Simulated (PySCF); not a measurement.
SMILES C[CH](C)[Cd][GeH3] (C3H10CdGe), singlet (GFN2-xTB optimised geometry):

```
15

Cd    -0.282    -1.147     0.000
C      1.925    -1.147     0.000
C      2.284    -0.187     1.136
C      2.337    -0.541    -1.343
H      2.464    -2.088     0.145
H      3.349     0.066     1.113
H      1.723     0.755     1.046
H      2.069    -0.633     2.113
H      2.158    -1.241    -2.164
H      3.402    -0.291    -1.347
H      1.784     0.388    -1.543
Ge    -1.850     0.943     0.000
H     -1.898     1.789     1.272
H     -1.515     2.088    -0.957
H     -3.349     0.944    -0.253
```

Method: PySCF with PBE0/def2-TZVP, def2 effective core potentials past Kr.

Problem. What are the frontier orbital energies and the dipole moment?

Solution. HOMO-2 -8.60 eV, HOMO-1 -8.34 eV, HOMO -6.26 eV, LUMO -1.99 eV, LUMO+1 -0.88 eV; dipole moment 3.08 D.

On the same geometry PySCF with PBE/def2-TZVP, def2 effective core potentials past Kr gives HOMO-2 -7.38 eV, HOMO-1 -7.29 eV, HOMO -5.34 eV, LUMO -2.68 eV, LUMO+1 -1.53 eV; dipole moment 2.92 D.
